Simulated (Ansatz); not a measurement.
Input for Ansatz (a quantum-chemistry and plane-wave program): U-CCSD(T)/def2-SVP on ClHSe (SMILES Cl[SeH]), a point of a bond scan (R = 4.380 Å). The run froze 19 orbitals, filled d shells among them.

Ansatz 0.2 input:
```yaml
crystal:
  periodic: [false, false, false]
  atoms:
    - {symbol: Se, position_ang: [0.51847628, -0.15738308, 0.46539325]}
    - {symbol: H, position_ang: [1.50587856, -0.35828625, -0.61175328]}
    - {symbol: Cl, position_ang: [-2.76954356, 0.82906672, -2.25499527]}
basis:
  gaussian:
    orbitals: def2-SVP
correlation: {method: ccsd_t, electrons: outside_noble_gas}
scf: {omitted_lower_state_checks: [cluster_reference]}
magnetization: {spin_polarized: true, initial_magnetization: 0}
```

What total energy does the run end on?

-2859.6814 hartree (reference determinant -2859.4317, T1 diagnostic 0.007). Its determinant has ⟨S²⟩ = 1.01, a mixture of spin states.

How many basis functions does it have, and what does it roughly cost on one machine?

55 functions; around 10 core-seconds (rough).
